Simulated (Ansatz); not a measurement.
## Energy profile

The step: GeH₄O ([OH2][GeH2]) → GeH₂O ([OH][GeH]) + H₂; bonds formed: H2–H4; dative contacts that become bonds: Ge1–O3; bonds broken: Ge1–H4, H2–O3 (atoms numbered as in the saddle structure below).

| atom | x (Å) | y (Å) | z (Å) |
| --- | --- | --- | --- |
| Ge1 | -0.0964 | 0.4608 | 1.0618 |
| H2 | 0.3446 | 0.2019 | -0.7119 |
| O3 | 0.0461 | -1.0298 | -0.2681 |
| H4 | 0.4316 | 1.1567 | -0.5469 |
| H5 | -1.5843 | 0.7327 | 0.5805 |
| H6 | 0.8584 | -1.5222 | -0.1155 |

Electronic energies by CCSD(T) at an estimated basis limit (MP2 extrapolated from triple and quadruple zeta, plus CCSD(T) − MP2 in triple zeta), on PBE0-D4/def2-TZVP structures; GeH4O, closed shell; no counterpoise correction. Ansatz 0.2.0; basis: def2-TZVPP and def2-QZVPP; cores frozen in the correlated methods. Filled d shells of the heavier atoms are correlated. The def2 sets are not built for correlating such inner shells, so the correlated values are less sure here. Extrapolation: Hartree–Fock as exp(−7.88 √X), correlation as X^−2.97.

Question: Give the profile in eV, counted from the start structure. (To be estimated.)

Answer: By the calculation:
```
                                                                                  point      eV
                                                                        start structure   0.000
                                                                                 saddle   1.027
                                                                          end structure  -0.140
separated: GeH2O (linked as [OH][GeH]; Ge1, O3, H5, H6; singlet) + H2 (H2, H4; singlet)  -0.097
```

No T1 diagnostic of these runs exceeds 0.016.

For scale, one of the runs: CCSD(T)/def2-TZVPP, 135 basis functions, launched by `ansatz run in.yaml --threads 2 --pin off --events-out ev --progress --plain --max-ram 4352MiB`. The run took 14 s on 2 CPU threads of an Arm Neoverse V2 (shared host), with 0.72 GiB of host memory at its peak.
